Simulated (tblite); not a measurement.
Isomers of C6H5O2S (doublet state). Level: GFN2-xTB in tblite, geometry and Hessian alike; calculated harmonic values, unscaled, isolated species. Errors from tens to a few hundred cm⁻¹ against measured bands are possible. One conformer each. Open shells enter through the occupations alone, without spin polarisation, and single modes of such species can be off by tens of per cent.

Electronic energies: GFN2-xTB at the same geometries; isomer energies are rough at this level and their order can be wrong.

| SMILES | electronic energy, lowest = 0 (kcal/mol) |
| --- | --- |
| CSc1[c]cc(=O)oc1 | 40.6 |
| C#C[C]1C(=O)[C@@H](C)[S@@]1=O | 67.8 |
| [CH2]c1ccc(C(=O)O)s1 | 0.0 |

Q: How do GFN2-xTB zero-point energies change the relative energies?

A: 
```csv
SMILES,ZPE (kcal/mol),of it from modes above 1550 cm⁻¹,electronic (kcal/mol),"with ZPE, lowest = 0 (kcal/mol)",lowest mode (cm⁻¹),rings
[CH2]c1ccc(C(=O)O)s1,58.4,25.4,0.0,0.0,76,1
CSc1[c]cc(=O)oc1,57.8,26.7,40.6,40.0,20,–
C#C[C]1C(=O)[C@@H](C)[S@@]1=O,56.6,27.6,67.8,66.0,38,1
```

The zero-point energies span 1.8 kcal/mol, from `C#C[C]1C(=O)[C@@H](C)[S@@]1=O` to `[CH2]c1ccc(C(=O)O)s1`. The order is unchanged.
